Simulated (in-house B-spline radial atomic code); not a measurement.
**RPA and G0W0 on LC-wPBE: Tc XI (Tc10+)**

Configuration [Ar] 3d10 4s2 4p3, highest spin, mean-field start LC-wPBE. Computed with a B-spline radial code for spherical atoms: all electrons, non-relativistic, point nucleus, each spin shell either full or empty, empty states to l = 9 with an (l + 1/2)⁻⁴ tail; G0W0 by contour deformation at full frequency.

Without relativity these are model numbers: it shifts the levels of so heavy an element strongly and can reorder them.

Command:
```bash
python run_gw.py task.json out
```
Settings (radii: box in bohr, nucleus in fm):
```
Z                        43
electrons                33
configuration            [Ar] 3d10 4s2 4p3
hamiltonian              nr
method                   lc_wpbe
lmax                     9
spin_polarised           True
box_radius               6.62
intervals                49
```

Time taken, with all properties: 4 s on 1 thread of Arm Neoverse N1, with other jobs on the host.

Energies (hartree):

```json
{"term": "mean-field total", "value": "-4175.91618"}
{"term": "Hartree-Fock functional on these orbitals", "value": "-4174.76601"}
{"term": "direct second order", "value": "-2.7231"}
{"term": "second-order exchange", "value": "0.79487"}
{"term": "SOSEX correction", "value": "0.75011"}
```

Question: What is the RPA correlation energy, and what remains with SOSEX?

Answer: RPA gives -2.4704 hartree (-2.04 eV per electron); RPA + SOSEX gives -1.7203, and the second-order doubles -1.9282 hartree (no singles). RPA lacks exchange-type terms and so overcorrelates at short range.

Quasi-particle levels (eV):

```
  level  occupied  mean field  Σx - vxc     Σc  QP weight     G0W0
  4p up       yes     -211.25     -4.87      ?          ?        ?
4s down       yes     -233.27     -0.83  -3.51      0.975  -237.61
3d down       yes     -442.00    -24.42   4.69      0.966  -461.74
4p down        no     -194.76      7.26  -3.10      0.973  -190.60
```

G0W0 = mean field + (Σx - vxc) + Σc, with Σc (partial-wave tail included) taken at the quasi-particle energy. Only the outer levels were computed. Levels of low weight are left out.

Question: Where does G0W0 put 4p up?

Answer: At -216.88 eV, with Σc = -0.76 eV and a quasi-particle weight of 0.974. The tabulated removal energy is 214 ± 2.4 eV (NIST, tabulated theory); the calculation leaves out relativity, Breit and QED terms, and what these don't explain is the method's own error.
